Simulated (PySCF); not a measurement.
B(H)(NHMe)(OH) (CH6BNO), SMILES CNBO. Atoms are numbered in the order given.

```xyz
10

B      0.6059     0.8346     0.0000
H      1.6540     1.4392     0.0000
N      0.6425    -0.5746     0.0000
C     -0.4572    -1.5000     0.0000
H      1.5561    -1.0094     0.0000
H     -0.4622    -2.1519    -0.8913
H     -0.4622    -2.1519     0.8913
H     -1.4169    -0.9603     0.0000
O     -0.5385     1.5786     0.0000
H     -1.3449     1.0543     0.0000
```
Charge 0, spin multiplicity 1.

Geometry: PBE0-D3(BJ)/def2-SVP. The values are those of a single conformer.

The numbers are results of PySCF with PBE/def2-TZVP, not measurements.

The molecule is in vacuum.

```yaml
total_energy: -196.45404 hartree
point_group: Cs
highest_occupied_level: -5.94 eV
lowest_empty_level: -0.15 eV
orbital_gap: 5.79 eV
dipole_moment: 2.94 D
quadrupole, principal values (traceless, Buckingham form, about the centre of nuclear charge): -4.44, -1.09, 5.53 D·Å
mean_static_polarisability: 41.3 bohr³ (6.12 Å³)
polarisability_principal_values: 32.1, 40.9, 50.8 bohr³
```
